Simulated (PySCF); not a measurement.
# Removal energies of La³⁺ from EOM-IP-GCCSD

Reference: closed-shell La³⁺, [Xe]; one electron is removed. Calculated with PySCF 2.14, two-component X2C-1e with screened spin-orbit coupling, x2c-TZVPPall-2c with one added diffuse shell each of s, p, d type (12s12p11d3f1g, 133 functions); frozen [Ar] 3d10; the 18 highest virtual spinors dropped; of the others 110 kept and the rest restored at second order. No Breit or QED terms. Binding energies in eV.

| level | Koopmans | second order | EOM-CCSD |
| --- | --- | --- | --- |
| 4d3/2 | 144.37 | 139.62 | 140.89 |
| 4d5/2 | 141.20 | 136.45 | 137.70 |
| 5s1/2 | 71.685 | 66.512 | 67.603 |
| 5p1/2 | 52.408 | 52.393 | 52.363 |
| 5p3/2 | 49.570 | 49.693 | 49.665 |

In EOM-CCSD the overlap with the one-orbital guess is low for 4d3/2 (weight 0.87), 4d5/2 (weight 0.78), 5s1/2 (weight 0.81). That can mean mixing with two-hole, one-particle states, where second order and EOM-CCSD lose accuracy, or only a rotation among the degenerate components of the shell; the terms of those configurations are not listed.

For comparison, the ionisation energy of La³⁺ is 49.95 ± 0.06 eV (semi-empirical (NIST evaluation); NIST Atomic Spectra Database, ionization energies).

Where second order misses EOM-CCSD by more than 1 eV, it overshoots the relaxation and correlation of that hole or particle, which higher orders damp.
